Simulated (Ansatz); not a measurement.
Reaction (redistribution): `[OH][GaH][BH]BF` + `[SiH3]BCl` → `[OH][GaH][BH][SiH3]` + `FBBCl`

Computed with Ansatz on PBE0-D4/def2-TZVP structures; ΔE is electronic, products minus reactants. CBS: MP2 limit from def2 TZ/QZ plus the TZ coupled-cluster correction, frozen cores. This one scheme is used for every species. Functionals use def2-TZVPP. For Ga outer-core shells are correlated without core-valence functions, which leaves a few kJ/mol of doubt a bond. Scalar relativity is left out up to krypton. One conformer a species, not always the lowest.

Question: Is it downhill or uphill in electronic energy at CCSD(T)/CBS, and by how much? (An estimate is asked.)

Answer: Computed: Uphill: ΔE = +1.6 kcal/mol.

Question: What do these levels give: revPBE-D4, B2PLYP, LC-ωPBE, CCSD/def2-SVP, HF/def2-QZVPP, SCS-MP2/def2-QZVPP? (Best estimate.)

Answer: Ansatz gave: revPBE-D4 3.1, B2PLYP 2.3, LC-ωPBE 1.9, CCSD/def2-SVP 0.8, HF/def2-QZVPP 0.8, SCS-MP2/def2-QZVPP 1.5 kcal/mol.

Largest T1 diagnostic among the species: 0.015.

From PBE to PBE0 (25 % exact exchange), in def2-TZVPP and without D4, ΔE moves by −0.8 kcal/mol. In def2-TZVPP, CCSD(T) changes the Hartree–Fock value by +1.0 kcal/mol (the triples alone add +0.2 kcal/mol) and MP2 by +1.1 kcal/mol.
